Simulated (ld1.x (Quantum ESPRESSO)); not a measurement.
## An all-electron radial function and its pseudo partner (O (Z = 8))

Columns: radius, all-electron u(r) and pseudo u(r) of the 2s shell (level -58.07 eV) of oxygen in the configuration [He] 2s2 2p2; PBEsol, non-relativistic, PAW scheme, ld1.x (Quantum ESPRESSO) 7.5.

| r (bohr) | all-electron | pseudo |
| --- | --- | --- |
| 0.090 | 0.4593 | -0.1952 |
| 0.180 | 0.3310 | -0.3818 |
| 0.270 | 0.0205 | -0.5522 |
| 0.360 | -0.3038 | -0.7002 |
| 0.450 | -0.5774 | -0.8218 |
| 0.540 | -0.7820 | -0.9150 |
| 0.630 | -0.9181 | -0.9796 |
| 0.720 | -0.9950 | -1.0169 |
| 0.810 | -1.0241 | -1.0288 |
| 0.900 | -1.0172 | -1.0174 |
| 0.990 | -0.9841 | -0.9841 |
| 1.080 | -0.9334 | -0.9334 |
| 1.170 | -0.8716 | -0.8716 |
| 1.260 | -0.8037 | -0.8037 |
| 1.350 | -0.7335 | -0.7335 |
| 1.440 | -0.6637 | -0.6637 |
| 1.530 | -0.5963 | -0.5963 |
| 1.620 | -0.5324 | -0.5324 |
| 1.710 | -0.4729 | -0.4729 |
| 1.800 | -0.4181 | -0.4181 |
| 1.890 | -0.3683 | -0.3683 |
| 1.980 | -0.3232 | -0.3232 |
| 2.070 | -0.2829 | -0.2829 |
| 2.160 | -0.2469 | -0.2469 |
| 2.250 | -0.2150 | -0.2150 |
| 2.340 | -0.1869 | -0.1869 |

Problem. How many radial nodes do the two functions have?

Solution. The all-electron 2s function has n − l − 1 = 1; the pseudo-wave has 0, since the states of the same l below it are removed with the core.

Problem. At about which radius was the pseudo-wave matched?

Solution. 0.95 bohr, where the columns begin to agree (steps of 0.09 bohr).

Problem. Where does each function peak?

Solution. Outermost all-electron maximum near 0.81 bohr, pseudo maximum near 0.81 bohr (to the table’s step).

Problem. Is the pseudo-wave norm-conserving?

Solution. No, it belongs to a PAW set: the norm inside the radius is not constrained, and the difference is carried by the augmentation charge.
